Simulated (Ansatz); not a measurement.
Li7Al. Charge 0, multiplicity 1. Geometry PBE0-D4/def2-TZVP.

```xyz
8

Al    0.045   -1.112   -0.483
Li   -0.802    1.400   -1.310
Li   -1.828    0.395    0.907
Li    2.394   -2.286    0.072
Li    0.105   -1.911    2.024
Li    1.353    0.739    0.958
Li   -3.223    2.875   -0.181
Li    1.956   -0.100   -1.986
```

The restricted singlet is unstable towards broken spin symmetry in Hartree–Fock (as tested in another run); at LDA (SPW92)/def2-TZVP, PBE-D4/def2-TZVP, r2SCAN-D4/def2-TZVP, PBE0-D4/def2-TZVP and others this wasn't settled. Another isomer (singlet) lies 0.26 eV lower at PBE0-D4/def2-TZVP; other spin states weren't run for this one.

(1) Estimate the orbital energies around the gap (eV) in Ansatz with LDA (SPW92)/def2-TZVP, PBE-D4/def2-TZVP, r2SCAN-D4/def2-TZVP, PBE0-D4/def2-TZVP, ωB97M-V/def2-TZVP.

Answers

(1) 
```csv
orbital,LDA (SPW92)/def2-TZVP,PBE-D4/def2-TZVP,r2SCAN-D4/def2-TZVP,PBE0-D4/def2-TZVP,ωB97M-V/def2-TZVP
HOMO−9,-49.77,-50.47,-52.03,-54.49,-57.39
HOMO−8,-49.63,-50.39,-51.99,-54.45,-57.17
HOMO−7,-49.19,-49.99,-51.55,-54.05,-56.97
HOMO−6,-49.17,-49.97,-51.54,-54.03,-56.95
HOMO−5,-49.17,-49.94,-51.51,-53.99,-56.80
HOMO−4,-7.33,-7.28,-7.49,-8.45,-10.73
HOMO−3,-3.95,-3.92,-3.98,-4.57,-6.04
HOMO−2,-3.80,-3.77,-3.81,-4.35,-5.69
HOMO−1,-3.41,-3.37,-3.39,-3.87,-5.16
HOMO,-2.92,-2.87,-2.85,-3.32,-4.45
LUMO,-2.16,-2.09,-1.91,-1.60,-0.51
LUMO+1,-1.96,-1.89,-1.71,-1.38,-0.13
LUMO+2,-1.72,-1.65,-1.47,-1.13,0.00
LUMO+3,-1.67,-1.61,-1.43,-1.08,0.15
LUMO+4,-1.48,-1.41,-1.21,-0.88,0.38
LUMO+5,-1.24,-1.17,-0.95,-0.60,0.55
```
